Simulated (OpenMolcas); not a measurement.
Ionisation energies of iridium

```yaml
Program: OpenMolcas 26.06
Basis: ANO-RCC-VQZP [9s8p6d4f2g1h]
Scalar_Hamiltonian: DKH2, point nucleus
Spin-orbit_coupling: state interaction with AMFI integrals over the reference wave functions, term energies averaged over their components
```

Active shells in each charge state: the valence d shell, with orbitals averaged over the low states. Where CASPT2's correlated closed shells are named, they are those of the first ion.

A. CASSCF
B. SS-CASPT2, IPEA 0.25 Eh, imaginary shift 0.1 Eh (closed shells correlated: 5s 5p)
C. SS-CASPT2, IPEA 0.25 Eh, imaginary shift 0.1 Eh (closed shells correlated: 4f 5s 5p)
D. SS-CASPT2, IPEA 0.25 Eh, imaginary shift 0.1 Eh (closed shells correlated: none)
E. SS-CASPT2, IPEA 0 Eh, imaginary shift 0.1 Eh (closed shells correlated: 5s 5p)

Energies in eV between the lowest computed levels, named as in B; reference values from the NIST Atomic Spectra Database with their kind.

```csv
From,To,A,B,C,D,E,Spin-orbit share in B,Reference
Ir2+ 5d⁷ ⁴F_9/2,Ir3+ 5d⁶ ⁵D₄,27.995,29.558,29.715,29.423,29.597,+0.489,28.000 (theoretical)
Ir3+ 5d⁶ ⁵D₄,Ir4+ 5d⁵ ⁶S_5/2,40.098,41.625,41.819,41.447,41.613,+0.540,40.000 (theoretical)
Ir4+ 5d⁵ ⁶S_5/2,Ir5+ 5d⁴ ⁵D₀,57.512,58.354,58.626,58.092,58.423,-0.952,57.000 (theoretical)
Ir5+ 5d⁴ ⁵D₀,Ir6+ 5d³ ⁴F_3/2,72.080,72.949,73.255,72.584,73.004,-0.415,72.000 (theoretical)
Ir6+ 5d³ ⁴F_3/2,Ir7+ 5d² ³F₂,87.816,88.564,88.901,88.085,88.621,-0.506,89.000 (theoretical)
Ir7+ 5d² ³F₂,Ir8+ 5d ²D_3/2,105.397,106.190,106.557,105.556,106.241,+0.699,105.000 (theoretical)
```

The lowest level within the active space need not be the ion's true ground level.
